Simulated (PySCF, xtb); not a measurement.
hexane (C6H14), SMILES C(CCCC)C. The values are those of a single conformer.

Harmonic wavenumbers (cm⁻¹) from xtb with GFN2-xTB at its own minimum, in rising order: 62, 87, 127, 165, 232, 252, 315, 401, 457, 771, 799, 834, 927, 931, 942, 1016, 1031, 1081, 1110, 1134, 1150, 1185, 1227, 1256, 1280, 1287, 1292, 1349, 1354, 1379, 1415, 1417, 1491, 1494, 1498, 1500, 1505, 1507, 1509, 1511, 2955, 2959, 2962, 2970, 2975, 2979, 2981, 2989, 3029, 3030, 3031, 3033, 3037, 3046.

### Question
What does PBE-D3(BJ)/def2-SVP (PySCF) give at its own minimum? (An estimate is asked for; the answer gives what the named calculation found.)

### Answer
70, 94, 140, 161, 248, 256, 311, 392, 449, 719, 739, 777, 868, 878, 884, 970, 983, 1032, 1059, 1081, 1120, 1144, 1194, 1219, 1256, 1269, 1276, 1312, 1323, 1349, 1352, 1358, 1404, 1410, 1412, 1420, 1421, 1424, 1430, 1434, 2941, 2946, 2955, 2956, 2963, 2966, 2979, 2992, 3002, 3009, 3046, 3050, 3056, 3058. Paired by order, the mean absolute difference is 36 cm⁻¹ and the zero-point energies are 117.6 and 115.2 kcal/mol.
